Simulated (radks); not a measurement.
The nuclear charge of the terbium ion Tb2+ is varied continuously with 63 electrons held in [Xe] 4f9. Method: scalar-relativistic Kohn-Sham, r2SCAN, spin-polarised, spherical densities, finite nucleus; open shells are filled with parallel spins first (spin-orbit coupling, left out, can overturn this in heavy ions); meta-GGA in the generalised Kohn-Sham scheme; Fermi nuclear charge, rms radius 5.06 fm; computed with a radial shooting solver on a logarithmic mesh with Libxc functionals. By the Hellmann-Feynman theorem dE/dZ = E(electron-nucleus)/Z, the electronic potential at the nucleus (averaged over a nucleus of fixed radius). The scalar-relativistic energy here is not variational (the density holds large components alone), so the two differ by a part that grows with Z.

| Z | E (hartree) | E(electron-nucleus)/Z (hartree) | HOMO | e(HOMO) (eV) | <r> HOMO (bohr) |
|---|---|---|---|---|---|
| 64 | -11271.4988 | -429.757 | 4f | -2.020 | 2.050 |
| 64.2 | -11358.1483 | -431.797 | 4f | -2.875 | 1.313 |
| 64.4 | -11445.2072 | -433.797 | 4f | -4.897 | 1.098 |
| 64.6 | -11532.6697 | -435.780 | 4f | -7.495 | 1.019 |
| 64.8 | -11620.5338 | -437.757 | 4f | -10.378 | 0.9708 |
| 65 | -11708.7990 | -439.732 | 4f | -13.470 | 0.9354 |
| 65.2 | -11797.4650 | -441.707 | 4f | -16.738 | 0.9069 |
| 65.4 | -11886.5318 | -443.681 | 4f | -20.163 | 0.8827 |
| 65.6 | -11975.9994 | -445.655 | 4f | -23.731 | 0.8615 |
| 65.8 | -12065.8679 | -447.630 | 4f | -27.434 | 0.8426 |
| 66 | -12156.1375 | -449.605 | 4f | -31.264 | 0.8255 |

The central difference of E at Z = 65 is -442.328 hartree, to compare with the third column; the second derivative is -10 hartree.
